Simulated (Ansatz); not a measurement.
```yaml
crystal:
  periodic: [false, false, false]
  atoms:
    - {symbol: C, position_ang: [-0.172868, 0.853796, -0.230362]}
    - {symbol: Sn, position_ang: [-0.376627, -1.399968, 0.570722]}
    - {symbol: Cl, position_ang: [1.712837, -1.280289, 1.439034]}
    - {symbol: Cl, position_ang: [-0.353366, -2.756735, -1.346517]}
    - {symbol: H, position_ang: [-1.233761, 1.111196, -0.464961]}
    - {symbol: H, position_ang: [0.097097, 1.699618, 0.528754]}
    - {symbol: H, position_ang: [0.583341, 1.151840, -1.085704]}
basis:
  gaussian: {orbitals: def2-SVPD, point_charges: [{charge: 0.50, position_ang: [6.027, -0.589, -0.535]}]}
magnetization: {spin_polarized: true, initial_magnetization: 1}
hamiltonian: {xc: {name: wB97M-V}}
outputs: {forces: true}
output: {forces: true}
```

```sh
$ ansatz run in.yaml --threads 4 --pin off --events-out ev --progress --plain --max-ram 10444MiB
```

It prints (some lines left out):

```
Error: YAML parse error: error: line 15 column 1: unknown field `outputs`, expected one of crystal, accuracy, basis, kpoints, hamiltonian, magnetization, projection, total_charge, correlation, batch, efield, external_charges, scf, relax, neb, saddle, md, ramp, phonons, dielectric, real_time, elastic, magnetic_configurations, gw, evaluate, workflow, output, checkpoint, execution
13 | magnetization: {spin_polarized: true, initial_magnetization: 1}
14 | hamiltonian: {xc: {name: wB97M-V}}
15 | outputs: {forces: true}
16 | output: {forces: true}
```

Q: Something in this input is off. What?

A: The input holds a key that doesn't belong there. The input was rejected before any iteration.
